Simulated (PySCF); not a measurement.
Gas-phase reaction: InCl₃ + H → InHCl₂ + Cl

Energies from PySCF (xtb for GFN2), thermal terms from the rigid-rotor harmonic-oscillator model, ideal gas at 1 bar. † marks an energy on the PBE0/def2-TZVP geometry and frequencies; other levels use their own. Open shells (unrestricted): H (multiplicity 2), Cl (multiplicity 2, electronic degeneracy 6); the rest are closed-shell singlets. GFN2 has no spin-polarisation term. Spin-orbit splitting is ignored; it lowers the true energy and changes the entropy of Cl. In: scalar-relativistic def2 core potential, no spin-orbit coupling. InHCl₂: computed as isolated molecules; such fragments, hydroxides, amides, oligomers or adducts are transient or little studied in the gas. The harmonic model lacks anharmonicity and excited electronic states, which grow with temperature; levels with a mode under 35 cm⁻¹ are left out. Soft modes under 120 cm⁻¹ make the harmonic entropy rough for InCl₃, InHCl₂.

| level | ΔE electronic, kJ | ΔH°(298 K), kJ | ΔS°(298 K), J/K | ΔG°(1000 K), kJ |
|---|---|---|---|---|
| GFN2-xTB | 34 | 41 | 22 | 23 |
| M06-2X/def2-TZVP† | 81 | 90 | 26 | 69 |
| PBE/def2-SVP | 81 | 90 | 25 | 69 |
| LDA/def2-TZVP† | 91 | 101 | 26 | 79 |
| ωB97M-V/def2-TZVP† | 70 | 80 | 26 | 58 |
ΔH° is lowest at GFN2-xTB and highest at LDA/def2-TZVP†. No reference value is set beside these.
